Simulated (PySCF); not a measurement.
A calculated (PBE, PySCF 2.14, ANO-RCC-VTZP, scalar relativity by spin-free X2C-1e) atom or ion has these occupied shells.

```csv
shell,electrons,orbital energy (eV),"rms radius, mean of both spins (bohr)"
1s α,1,-7.579,1.80
```

Name the element and its charge.

H (hydrogen, neutral), in 1s1, 2S determinant.
